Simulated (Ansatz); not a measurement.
Reaction (formal exchange of groups at a C–F bond): `B/C=C(/O)F` + CH₄ → `B/C=C(\C)O` + H–F

Isolated molecules relaxed with PBE0-D4/def2-TZVP in Ansatz; ΔE leaves out vibrations. CBS: MP2 limit from def2 TZ/QZ plus the TZ coupled-cluster correction, frozen cores. This one scheme is used for every species. Double bonds are as drawn, so ΔE can hold a change between cis and trans. DFT in def2-TZVPP. One conformer a species, not always the lowest.

CCSD(T)/CBS gives -6.5 kcal/mol.

(1) Another level gave -4.4 kcal/mol. Which?
A. CCSD/def2-TZVPP
B. HF/def2-TZVPP
C. r2SCAN/def2-TZVPP
D. PBE0-D4/def2-TZVPP

Largest T1 diagnostic among the species: 0.013.

Answers

(1) A. CCSD/def2-TZVPP -4.4, PBE0-D4 -3.4, r2SCAN -0.7, HF/def2-TZVPP 0.6 kcal/mol.

From PBE to PBE0 (25 % exact exchange), in def2-TZVPP and without D4, ΔE moves by −0.9 kcal/mol. In def2-TZVPP, CCSD(T) changes the Hartree–Fock value by −5.5 kcal/mol (the triples alone add −0.5 kcal/mol) and MP2 by −7.2 kcal/mol.
